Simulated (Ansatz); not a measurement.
Start from `[OH][Sc]([OH])[Cl]` and change one element to get `[OH][Sc]([OH])[F]`.

Ansatz, PBE0-D4/def2-TZVP geometries, multiplicity 1. Each molecule was computed in one conformer, which needn't be the lowest.

Scalar relativity is left out up to krypton.

| property | `[OH][Sc]([OH])[Cl]` |
| --- | --- |
| zero-point energy (PBE0-D4/def2-TZVP) / kJ/mol | 68.9 |
| ideal-gas entropy at 298 K and 1 bar (rigid rotor, harmonic PBE0-D4/def2-TZVP) / J/(mol·K) | 345 |
| size of the dipole moment (B3LYP/def2-TZVPP) / D | 3.59 |
| HOMO energy (PBE0/def2-TZVPP) / eV | -8.39 |
| HOMO–LUMO gap (B3LYP/def2-TZVPP) / eV | 5.74 |
| HOMO energy (PBE/def2-TZVPP) / eV | -6.95 |

What does the change do to each property? (An estimate is asked.)

Ansatz gave: 
```
                                                                                  property  `[OH][Sc]([OH])[F]`  shift
                                            zero-point energy (PBE0-D4/def2-TZVP) / kJ/mol                 70.5    1.6
ideal-gas entropy at 298 K and 1 bar (rigid rotor, harmonic PBE0-D4/def2-TZVP) / J/(mol·K)                  335    -10
                                          size of the dipole moment (B3LYP/def2-TZVPP) / D                 2.57  -1.02
                                                        HOMO energy (PBE0/def2-TZVPP) / eV                -8.77  -0.38
                                                     HOMO–LUMO gap (B3LYP/def2-TZVPP) / eV                 6.37   0.63
                                                         HOMO energy (PBE/def2-TZVPP) / eV                -7.09  -0.14
```

With PBE0 the HOMO falls by 0.38 eV and the LUMO rises by 0.24 eV, so the gap widens by about 0.62 eV. PBE moves the HOMO by -0.14 eV and ωB97M-V by -0.57 eV. Dipoles are sizes alone; their direction can turn.

B3LYP here is the variant with VWN-RPA as its local correlation; programs differ in this.
